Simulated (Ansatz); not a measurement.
A structure relaxed at PBE-D4/def2-SVP in Ansatz, charge 0, singlet:

```
atom   x (Å)   y (Å)   z (Å)
 Hg1   2.280   2.284   3.423
 Hg2  -5.040   3.505   1.312
 Hg3   3.647  -1.226   2.645
 Hg4   1.090  -5.335  -3.125
 Hg5   0.352   1.149  -1.808
 Te6   0.928   0.260   0.726
 Te7  -2.963   1.590  -1.024
 Te8  -1.261   2.934   2.069
 Te9  -0.474  -2.036  -2.834
Te10   2.655  -2.640  -0.793
 H11   1.908   1.060   4.500
 H12   2.684   3.518   2.371
 H13  -5.076   2.232   2.392
 H14  -5.031   4.804   0.266
 H15   2.905  -2.591   3.249
 H16   4.421   0.144   2.070
 H17   0.527  -5.780  -1.617
 H18   1.676  -4.936  -4.634
 H19   0.334   1.884  -3.296
 H20  -0.477  -0.659   0.817
 H21  -2.933   0.271   0.014
 H22  -3.614   0.593  -2.236
 H23  -2.078   4.368   2.480
 H24  -0.282   3.814   1.028
 H25  -1.067  -2.396  -1.306
 H26  -2.061  -1.719  -3.353
 H27   3.615  -3.725  -1.686
 H28   3.336  -1.367  -1.651
```

Task: Give its formula.

Result: Hg5Te5H18.

Task: Summarise the bond lengths by kind (pairs closer than 1.2 times the sum of covalent radii, bridged metal pairs left out).

Result: 1 × Hg–Te 2.75 Å; 9 × H–Te 1.68 to 1.70 Å; 9 × H–Hg 1.66 to 1.67 Å.

In the def2 sets Hg, Te take a core potential; there is no spin–orbit coupling. In the singlet geometry the species has come apart into loosely held pieces.
